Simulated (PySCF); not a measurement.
SMILES C=CCC(=O)OC=C, C₆H₈O₂

Geometry (Å), atoms numbered from 1 in this order:
```xyz
16

C     3.133    0.128    0.863
C     2.160   -0.221    0.022
C     0.860    0.502   -0.108
C    -0.333   -0.417   -0.087
O    -0.311   -1.605   -0.244
O    -1.468    0.296    0.106
C    -2.666   -0.368    0.110
C    -3.805    0.296    0.275
H     4.071   -0.432    0.908
H     3.031    0.985    1.537
H     2.286   -1.093   -0.628
H     0.731    1.276    0.664
H     0.807    1.036   -1.076
H    -2.582   -1.449   -0.030
H    -4.750   -0.248    0.276
H    -3.817    1.379    0.409
```

Computed with quadratic response CAM-B3LYP/def2-SVPD first hyperpolarisability, Taylor convention, gas phase in PySCF 2.14.0. Geometry: PBE0-D3(BJ)/def2-SVP.

(1) Give the tensor of the second harmonic β(−2ω;ω,ω) at 1550 nm in the axes of these coordinates.

Results:

(1) In au, Taylor convention; rows are the first index (the induced dipole):
|  | xx | yy | zz | xy | xz | yz |
| --- | --- | --- | --- | --- | --- | --- |
| x | -99.4 | -4.0 | +11.1 | +75.9 | +8.6 | -9.0 |
| y | +75.6 | -35.1 | -7.0 | -4.5 | -9.0 | -9.6 |
| z | +8.3 | -9.7 | -9.1 | -9.0 | +10.9 | -6.7 |

Norm of βᵢ = ⅓ Σⱼ (βᵢⱼⱼ + βⱼᵢⱼ + βⱼⱼᵢ): 99.3 au, hyper-Rayleigh value 60.0 au.
